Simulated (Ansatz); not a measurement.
Compare A (`NC(F)[SiH2]O`) with its isomer B (`N[SiH](F)CO`).

Program: Ansatz. Geometries: PBE0-D4/def2-TZVP. ΔE: electronic, gas phase. CBS: MP2 limit from def2 TZ/QZ plus the TZ coupled-cluster correction, frozen cores. Functionals use def2-TZVPP. B3LYP here is the variant with VWN-RPA as its local correlation; programs differ in this. One conformer a species, not always the lowest.

A:

Z-matrix (Å, degrees):
```
C
F 1 1.431
Si 1 1.895 2 105.4
N 1 1.400 2 112.9 3 -123.2
H 1 1.094 2 105.0 3 117.8
O 3 1.645 1 106.8 2 164.0
H 3 1.486 1 109.9 2 43.2
H 3 1.491 1 107.7 2 -75.5
H 4 1.011 1 114.1 2 -63.6
H 4 1.010 1 113.8 2 64.5
H 6 0.957 3 118.4 1 -171.3
```

B:

```xyz
11

N    -1.683    0.373    0.031
Si   -0.499   -0.835    0.002
F    -0.384   -1.684    1.361
C     1.145    0.027   -0.289
O     1.141    1.235    0.463
H    -2.669    0.181    0.074
H    -1.446    1.272    0.421
H    -0.809   -1.841   -1.042
H     1.257    0.221   -1.365
H     1.968   -0.635    0.012
H     1.978    1.685    0.333
```

(1) Which is lower in electronic energy at CCSD(T)/CBS, and by how much? (Estimate.)

(2) Give E(B) − E(A) in kcal/mol with HF/def2-TZVPP, B3LYP, PBE0-D4, ωB97M-V, CCSD/def2-TZVPP, B2PLYP, r2SCAN-D4. (An estimate is asked.)

Largest T1 diagnostic: 0.012.

## Answers

(1) Computed: B, by 37.9 kcal/mol.

(2) Ansatz gave: HF/def2-TZVPP -37.7, B3LYP -35.3, PBE0-D4 -35.3, ωB97M-V -36.5, CCSD/def2-TZVPP -37.6, B2PLYP -36.5, r2SCAN-D4 -35.5. None reverses the order clearly.

From PBE to PBE0 (25 % exact exchange), in def2-TZVPP and without D4, E(B) − E(A) moves by −2.1 kcal/mol.
